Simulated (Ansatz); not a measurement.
Species: AlCl (charge +1, doublet). SMILES of the parent species: [Cl][Al]

Atoms: Al1, Cl2. Bonds: Al1-Cl2.

Bond lengths (Å) and angles (degrees) optimised at HF/STO-3G with Ansatz (a program for electronic structure); HF/3-21G with Ansatz; HF/6-31G* with Ansatz; B3LYP/LANL2DZ with Ansatz; B3LYP/6-31G* with Ansatz; MP2/6-31G* with Ansatz, each started from the B3LYP-D3(BJ)/def2-TZVP structure (Ansatz) of the last column. A row stands for all coordinates that are equal there. 6-31G* holds six Cartesian d functions.

| coordinate | HF/STO-3G | HF/3-21G | HF/6-31G* | B3LYP/LANL2DZ | B3LYP/6-31G* | MP2/6-31G* | B3LYP-D3(BJ)/def2-TZVP |
|---|---|---|---|---|---|---|---|
| Al1-Cl2 | 2.046 | 2.150 | 2.022 | 2.166 | 2.049 | 2.020 | 2.037 |

Mean signed difference of all 1 bond lengths from B3LYP-D3(BJ)/def2-TZVP: HF/STO-3G 0.009 Å, HF/3-21G 0.113 Å, HF/6-31G* -0.015 Å, B3LYP/LANL2DZ 0.129 Å, B3LYP/6-31G* 0.012 Å, MP2/6-31G* -0.016 Å.
